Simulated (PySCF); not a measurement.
C4H7FSi, SMILES C#CC[Si@@H](C)F.

Geometry: PBE0-D3(BJ)/def2-SVP. The structure was generated by enumeration; whether it is a known compound was not checked. The values are those of a single conformer.

Two levels are set side by side: TDA-PBE/def2-SVPD (PySCF) and TDA-B3LYP/def2-SVPD (PySCF). Vertical, same geometry. The lowest singlet is HOMO→LUMO+1 45 %, HOMO→LUMO 45 % with PBE and HOMO→LUMO+1 38 %, HOMO→LUMO+2 36 %, HOMO→LUMO+4 15 % with the other functional; states are paired by order. Differences are taken from unrounded values.

```csv
quantity,TDA-B3LYP
lowest singlet excitation (eV),6.33
lowest triplet excitation (TDA) (eV),5.29
```

Problem. What does TDA-PBE give, and how far is it from TDA-B3LYP? (The exact figures need the calculation; the answer reports its results.)

Solution. 
```csv
quantity,TDA-PBE,TDA-PBE minus TDA-B3LYP
lowest singlet excitation (eV),6.16,-0.17
lowest triplet excitation (TDA) (eV),5.24,-0.05
```

Rough cost on one machine, each run with all the roots and properties that it gave: TDA-B3LYP against TDA-PBE about 2 times.
